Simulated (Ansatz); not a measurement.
# Which isomer of BH6NSeSi gives these data?

These gas-phase data were calculated for one isomer of BH6NSeSi at B3LYP-D3(BJ)/def2-SVP (harmonic, unscaled wavenumbers; equilibrium rotational constants with average atomic masses):

```
rotational constants            : 28.43, 0.9337, 0.9136 GHz
all wavenumbers above 1500 cm⁻¹ : 3559, 2625, 2385, 2270, 2225, 2218
```

Candidates:

(1) `NB[Se][SiH3]`, a singlet
(2) `[SiH3]NB[SeH]`, a singlet

Task: Which structure fits?

Result: Candidate (2). 1 mode lies between 3250 and 3800 cm⁻¹, one for each N–H bond, while (1) has 2.

The same quantities for all candidates:

```
     rotational constants (GHz)               wavenumbers above 1500 cm⁻¹  E above the lowest, B3LYP-D3(BJ)/def2-SVP (kcal/mol)
(1)         7.112, 1.956, 1.562  3683, 3585, 2619, 2240, 2229, 2223, 1594                                                   0.0
(2)       28.43, 0.9337, 0.9136        3559, 2625, 2385, 2270, 2225, 2218                                                   4.0
```

Each candidate is one conformer. Programs: Ansatz 0.2.0.
